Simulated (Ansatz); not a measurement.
Reactions of `C=CC[TeH]`.

Program: Ansatz. Geometries: PBE0-D4/def2-TZVP. ΔE: electronic, gas phase. CBS: MP2 limit from def2 TZ/QZ plus the TZ coupled-cluster correction, frozen cores. This one scheme is used for every species, atoms too. DFT in def2-TZVPP. Open shells (•) are unrestricted, without spin–orbit coupling. def2 core potentials past Kr. Bonds to Te are less sure, by a few kJ/mol each and by 10 to 20 or more in all where they break to atoms, as the def2 sets lack core-valence functions. One conformer a species, not always the lowest.

```tsv
reaction	ωB97M-V (kJ/mol)	MP2/CBS(def2) (kJ/mol)	CCSD(T)/CBS(def2) (kJ/mol)
`C=CC[TeH]` + `OB(O)O` → `C=CCOB(O)O` + H₂Te	49	74	60
`C=CC[TeH]` + CH₃SH → `SC[TeH]` + propene	3	4	4
`C=CC[TeH]` + H₂ → H₂Te + propene	-60	-38	-50
`C=CC[TeH]` + ethane → `CC[TeH]` + propene	2	4	2
`C=CC[TeH]` + `[SiH3]`• → `C=CC[Te]`• + SiH₄	-107	-90	-93
`C=CC[TeH]` + acetylene → `C#CC[TeH]` + ethylene	-7	-4	-4
`C=CC[TeH]` + `C[SiH2]O` → `O[SiH2]C[TeH]` + propene	-9	-8	-9
`C=CC[TeH]` + `COCF` → `COC(F)[TeH]` + propene	13	22	19
`C=CC[TeH]` + H• → `C=CC[Te]`• + H₂	-155	-134	-147
`C=CC[TeH]` + `OCF` → `C=CCOCF` + H₂Te	36	60	48
```

Largest T1 diagnostic: 0.015, for `[SiH3]`•.
